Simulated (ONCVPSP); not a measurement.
Be (Z = 4): one change to an ONCV potential, before and after

| Property | Result |
| --- | --- |
| Element | beryllium (Be) |
| Generator | ONCVPSP 4.0.1 |
| Type | optimised norm-conserving Vanderbilt (ONCV) |
| Functional | PBEsol |
| Relativity | non-relativistic |
| Frozen core | [He] |
| Valence charge | 2 |
| Reference configuration | 2s2 |
| Partial waves | 2s: rc 2.20 bohr, ncon 4, nbas 8, qcut 2.9 1/bohr, 2 projectors, debl 2.8 Ha; p scattering state at 0.12 Ha: rc 1.95 bohr, ncon 4, nbas 7, qcut 3.8 1/bohr, 2 projectors, debl 1.2 Ha; d scattering state at 0.19 Ha: rc 1.70 bohr, ncon 5, nbas 8, qcut 5.7 1/bohr, 2 projectors, debl 1.6 Ha |
| Local potential | polynomial inside 1.30 bohr (lpopt 5, dvloc0 4 Ha) |
| Core correction | Teter function, fcfact 4.75, rcfact 1.25 |

In the p channel the program set the typed energies aside and used 0.050, 1.250 Ha.

Change: s: qcut 2.5; p: qcut 3.3; d: qcut 4.9.

Cutoffs: the cutoffs (Ha) at which the residual kinetic energy of the hardest occupied pseudo-wave falls to 1 and 0.1 mHa per electron; they do not see the model core or the augmentation charge, which bear on the density cutoff. Errors are all-electron minus pseudo energies relative to the spin-unpolarised reference configuration.

Question: Predict the effect on cutoff, ghosts and configuration errors.

Answer: The potential gets harder (4.0 Ha and 25 Ha → 4.4 Ha and 31 Ha); of the 4 tests that both files solve, the error grows in 2 and shrinks in 0 by more than 15 % and 0.3 meV (median size 1.6 → 2.7 meV); neither file shows a bound ghost.

```csv
quantity,base,changed
"cutoff, loose",4.0 Ha,4.4 Ha
"cutoff, tight",25 Ha,31 Ha
bound ghosts,none,none
GHOST(+) flags under 300 eV,s at 88.7 eV,s at 91.1 eV
"error for 2s1, meV [ΔE 9.46 eV]",+0.1,-1.8
"error for 2s1.5, meV [ΔE 3.72 eV]",0.0,-0.2
"error for 2s1 2p1, meV [ΔE 3.59 eV]",-3.0,-3.6
"error for 2s0 2p2, meV [ΔE 7.21 eV]",-11,-12
s: phases at 2.24 bohr within 0.05 rad from the reference energy up to (Ha; the scan ends near 5),3.0,3.0
p: phases at 1.98 bohr within 0.05 rad from the reference energy up to (Ha; the scan ends near 5),to the end of the scan,to the end of the scan
d: phases at 1.73 bohr within 0.05 rad from the reference energy up to (Ha; the scan ends near 5),to the end of the scan,to the end of the scan
"rms error of d²Exc/dni dnj with the model core, mHa",0.14,0.10
```

Base: The cutoffs count occupied waves only; projector 2 of the s channel, the hardest unoccupied one, needs 41 Ha at the loose tolerance. Changed file: The cutoffs count occupied waves only; projector 2 of the s channel, the hardest unoccupied one, needs 38 Ha at the loose tolerance.
